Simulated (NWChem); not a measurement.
System: ZrF$_{3}$ cation; SMILES [F][Zr+]([F])[F]

Here is an NWChem input.

```
start job
memory heap 200 mb stack 900 mb global 1100 mb
charge 1
geometry units angstroms noautoz
  Zr     0.000000     0.000000     0.199470
  F      1.666124    -0.521194    -0.385235
  F     -1.284429    -1.182309    -0.385235
  F     -0.381695     1.703502    -0.385235
end
basis spherical
  * library def2-tzvp
end
ecp
  Zr library def2-ecp
end
dft
  xc b3lyp
  iterations 150
  mulliken
end
task dft energy
```

Parts of the log:

```
             Northwest Computational Chemistry Package (NWChem) 7.3.0
             --------------------------------------------------------

 C3V symmetry detected

                             Geometry "geometry" -> ""
                             -------------------------

 Output coordinates in angstroms (scale by  1.889725989 to convert to a.u.)

  No.       Tag          Charge          X              Y              Z
 ---- ---------------- ---------- -------------- -------------- --------------
    1 Zr                  40.0000     0.00000000     0.00000000     0.23562739
    2 F                    9.0000     1.23442530     1.23442530    -0.34907761
    3 F                    9.0000     0.45183102    -1.68625632    -0.34907761
    4 F                    9.0000    -1.68625632     0.45183102    -0.34907761

 Effective nuclear repulsion energy (a.u.)     352.9528995678

      Symmetry information
      --------------------

 Group name             C3v
 Group number             17
 Group order               6
 No. of unique centers     2

                                 NWChem DFT Module
                                 -----------------

 Summary of "ao basis" -> "ao basis" (spherical)
 ------------------------------------------------------------------------------
       Tag                 Description            Shells   Functions and Types
 ---------------- ------------------------------  ------  ---------------------
 Zr                        def2-tzvp                14       40   6s4p3d1f
 F                         def2-tzvp                11       31   5s3p2d1f

      Symmetry analysis of basis
      --------------------------

        a1         36
        a2         11
        e          86

  Rotation of axis

            General Information
            -------------------
          SCF calculation type: DFT
          Wavefunction type:  closed shell.
          No. of atoms     :     4
          No. of electrons :    38
           Alpha electrons :    19
            Beta electrons :    19
          Charge           :     1
          Spin multiplicity:     1
          Use of symmetry is: on ; symmetry adaption is: on
          Maximum number of iterations: 150
          AO basis - number of functions:   133
                     number of shells:    47
          Convergence on energy requested:  1.00D-06
          Convergence on density requested:  1.00D-05
          Convergence on gradient requested:  5.00D-04

              XC Information
              --------------
                         B3LYP Method XC Potential
                     Hartree-Fock (Exact) Exchange  0.200
                        Slater Exchange Functional  0.800 local
                    Becke 1988 Exchange Functional  0.720 non-local
              Lee-Yang-Parr Correlation Functional  0.810
                  VWN I RPA Correlation Functional  0.190 local

             Grid Information
             ----------------
          Grid used for XC integration:  medium
          Radial quadrature: Mura-Knowles
          Angular quadrature: Lebedev.
          Tag              B.-S. Rad. Rad. Pts. Rad. Cut. Ang. Pts.
          ---              ---------- --------- --------- ---------
          Zr                  1.55      123          10.0       590
          F                   0.50       49           8.0       434
          Grid pruning is: on
          Number of quadrature shells:   172
          Spatial weights used:  Erf1

      Superposition of Atomic Density Guess
      -------------------------------------

 Sum of atomic energies:        -351.71764316

 Renormalizing density from      39.00 to     38

      Non-variational initial energy
      ------------------------------

 Total energy =    -339.280672
 1-e energy   =    -744.555916
 2-e energy   =     269.620320
 HOMO         =      -1.027916
 LUMO         =      -0.354730

      Symmetry analysis of molecular orbitals - initial
      -------------------------------------------------

  Numbering of irreducible representations:

     1 a1          2 a2          3 e

  Orbital symmetries:

     1 a1          2 e           3 e           4 a1          5 e
     6 e           7 a1          8 a1          9 e          10 e
    11 e          12 e          13 a1         14 e          15 e
    16 a2         17 a1         18 e          19 e          20 a1
    21 e          22 e          23 a1         24 e          25 e
    26 a1         27 e          28 e          29 a1

     ---------------------------------------------
      Total Density - Mulliken Population Analysis
     ---------------------------------------------

    Atom       Charge   Shell Charges
 -----------   ------   -------------------------------------------------------
    1 Zr  12     8.84   0.03 -0.36  1.62  0.74  0.07  0.01  5.20  0.85  0.03  0.00  0.28  0.27 -0.01  0.11
    2 F    9     9.72   0.78  1.20  0.66  1.03  0.30  2.61  2.42  0.73  0.00  0.01  0.00
    3 F    9     9.72   0.78  1.20  0.66  1.03  0.30  2.61  2.42  0.73  0.00  0.01  0.00
    4 F    9     9.72   0.78  1.20  0.66  1.03  0.30  2.61  2.42  0.73  0.00  0.01  0.00

   convergence    iter        energy       DeltaE   RMS-Dens  Diis-err
 ---------------- ----- ----------------- --------- --------- ---------
 d= 0,ls=0.0,diis     1   -346.0957060562 -4.82D+02  3.30D-02  5.75D+00
 d= 0,ls=0.0,diis     2   -336.0018753806  1.01D+01  2.90D-02  1.06D+02
 d= 0,ls=0.0,diis     3   -346.6400439222 -1.06D+01  2.38D-03  3.66D-01
 d= 0,ls=0.0,diis     4   -346.6580179234 -1.80D-02  8.55D-04  4.84D-02
 d= 0,ls=0.0,diis     5   -346.6633274856 -5.31D-03  1.26D-04  2.81D-03
  Resetting Diis
 d= 0,ls=0.0,diis     6   -346.6635690419 -2.42D-04  1.07D-05  1.48D-05
 d= 0,ls=0.0,diis     7   -346.6635699400 -8.98D-07  6.06D-06  8.67D-07

         Total DFT energy =     -346.663569939995
      One electron energy =     -758.304038177895
           Coulomb energy =      313.128943643033
    Exchange-Corr. energy =      -37.143399581554
 Nuclear repulsion energy =      135.654924176420

 Numeric. integr. density =       37.999996816865

                  Occupations of the irreducible representations
                  ----------------------------------------------

                     irrep           alpha         beta
                     --------     --------     --------
                     a1                6.0          6.0
                     a2                1.0          1.0
                     e                12.0         12.0

                       DFT Final Molecular Orbital Analysis
                       ------------------------------------

 Vector   17  Occ=2.000000D+00  E=-6.613286D-01  Symmetry=a2
              MO Center= -3.4D-14,  7.6D-14, -3.3D-01, r^2= 3.4D+00
   Bfn.  Coefficient  Atom+Function         Bfn.  Coefficient  Atom+Function
  ----- ------------  ---------------      ----- ------------  ---------------
    77      0.283262  3 F  px               109     -0.283262  4 F  py
    80      0.229944  3 F  px               112     -0.229944  4 F  py
    46     -0.207362  2 F  px                47      0.207362  2 F  py
    49     -0.168331  2 F  px                50      0.168331  2 F  py
    83      0.155660  3 F  px               115     -0.155660  4 F  py

 Vector   18  Occ=2.000000D+00  E=-6.594699D-01  Symmetry=e
              MO Center= -1.8D-02,  9.7D-02, -3.4D-01, r^2= 3.4D+00
   Bfn.  Coefficient  Atom+Function         Bfn.  Coefficient  Atom+Function
  ----- ------------  ---------------      ----- ------------  ---------------
    77      0.263783  3 F  px                48      0.254165  2 F  pz
   110     -0.242487  4 F  pz                80      0.215871  3 F  px
    51      0.208671  2 F  pz               113     -0.199083  4 F  pz
     7     -0.189386  1 Zr px               109      0.164345  4 F  py
    47     -0.157398  2 F  py                83      0.143598  3 F  px

 Vector   19  Occ=2.000000D+00  E=-6.594699D-01  Symmetry=e
              MO Center=  1.8D-02, -9.7D-02, -3.4D-01, r^2= 3.4D+00
   Bfn.  Coefficient  Atom+Function         Bfn.  Coefficient  Atom+Function
  ----- ------------  ---------------      ----- ------------  ---------------
    79      0.286742  3 F  pz                82      0.235417  3 F  pz
    46      0.206098  2 F  px               109     -0.207063  4 F  py
     8      0.189386  1 Zr py                49      0.170447  2 F  px
   112     -0.168636  4 F  py                85      0.156247  3 F  pz
   110     -0.153484  4 F  pz                47     -0.134744  2 F  py

 Vector   20  Occ=0.000000D+00  E=-3.715221D-01  Symmetry=a1
              MO Center= -1.1D-14,  3.4D-15,  7.2D-01, r^2= 2.2D+00
   Bfn.  Coefficient  Atom+Function         Bfn.  Coefficient  Atom+Function
  ----- ------------  ---------------      ----- ------------  ---------------
     5      0.591483  1 Zr s                 21      0.492270  1 Zr d  0
    26      0.356400  1 Zr d  0               3     -0.336347  1 Zr s
    15      0.218594  1 Zr pz                 2      0.159459  1 Zr s
     9     -0.138194  1 Zr pz                 4     -0.134679  1 Zr s
    31      0.087336  1 Zr d  0              48      0.061946  2 F  pz

 Vector   21  Occ=0.000000D+00  E=-3.248837D-01  Symmetry=e
              MO Center=  3.8D-02, -5.4D-02,  3.6D-01, r^2= 1.8D+00
   Bfn.  Coefficient  Atom+Function         Bfn.  Coefficient  Atom+Function
  ----- ------------  ---------------      ----- ------------  ---------------
    20      0.590300  1 Zr d -1              25      0.415188  1 Zr d -1
    14      0.175271  1 Zr py                23      0.149184  1 Zr d  2
     8     -0.138679  1 Zr py                79      0.126427  3 F  pz
    19      0.125315  1 Zr d -2              85      0.116569  3 F  pz
    30      0.109669  1 Zr d -1              82      0.097385  3 F  pz

[...]
```

Level: B3LYP/def2-TZVP with def2 effective core potentials on Zr. Coordinates come from a PBE0/def2-SVP optimisation. The spin multiplicity was typed, not searched, and may not be the lowest. def2 effective core potentials on Zr; no spin-orbit coupling.
